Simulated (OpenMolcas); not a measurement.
**Mo3+: ligand-field states by method**

Mo3+ with 5 ligands (sulfide, oxide on the axis) in trigonal bipyramidal coordination (D3h) at 2.41 Å, the axial distance 2.205 Å. A charge of +1.4 e stands 2.6 Å behind each ligand. Ligand basis ANO-RCC-VDZP.
```
Mo    0.0000    0.0000    0.0000
S     2.4100    0.0000    0.0000
S    -1.2050    2.0871    0.0000
S    -1.2050   -2.0871    0.0000
O     0.0000    0.0000    2.2052
O     0.0000    0.0000   -2.2052
```

| Quantity | Value |
| --- | --- |
| Program | OpenMolcas |
| Basis | ANO-RCC-VDZP [6s5p3d1f] |
| Scalar Hamiltonian | DKH2, point nucleus |
| Active space | 3 electrons in 5 orbitals (4d) |
| State averaging | 2S+1 = 4 even, 10 roots; 2S+1 = 2 even, 40 roots |
| Spin-orbit coupling | RASSI with atomic mean-field integrals over the reference wave functions |

I. CASSCF
II. SS-CASPT2, IPEA 0.25 Eh, imaginary shift 0.1 Eh (closed shells correlated: 4s 4p and the ligand valence shells)

Spin-free states (labels of D3, the rotations of D3h) in cm-1, each column counted from its own energy of the first state listed:

```tsv
State	Degeneracy	I	II
4E	2	0	0
4E	2	855	2640
2E	2	8303	4600
2E	2	10106	5520
2E	2	10108	5580
2S+1 = 2	1	10212	5700
2S+1 = 2	1	10403	5820
2S+1 = 4	1	11183	9410
2E	2	12342	8620
2E	2	12904	10700
```

From I to II, I's first state of the same spin (4E) moves from 855 to 2640 cm-1, by about +1800 cm-1.

From I to II, I's first state of another spin (2E) moves from 8303 to 4600 cm-1, by about -3700 cm-1.

χT at 300 K: I 0.88, II 1.17 cm3 K/mol.

Roots that are degenerate in the reference are averaged as groups; the widest CASPT2 spread within a group is 130 cm-1 (the 2-fold group of multiplicity 2 near 30400 cm-1 above the lowest state of its run, II). Shifts and gaps below about the spread of the groups concerned are not significant. Over all roots computed the reference weight is 0.62 to 0.65 in II; a low but even weight reflects the number of correlated electrons. An orbital doublet at a regular site is open to a Jahn-Teller distortion, which this geometry leaves out. The least metal-like active orbital is 65 % on the metal (Löwdin) and no ligand orbital is active, so the numbers are rough. The sulfide ions are held by bare point charges, a crude embedding. Ligand-to-metal charge-transfer states are missing. With no ligand orbital active B as a rule stays too high, so bands that hang on it stand too high and its fall with covalency is understated. Spin-orbit coupling mixes the spin-free states strongly: the lowest level takes only 69 % from its leading state, 4E (holds for I). Without dynamic correlation the repulsion within the d shell is too large (B by tens of per cent), so at a given field states of lower spin stand too high (holds for I). With metal d orbitals alone the field can be off either way by tens of per cent (holds for I). No measured value stands beside these numbers; the geometry is a model, was not optimised and need not be the one that this ion takes.
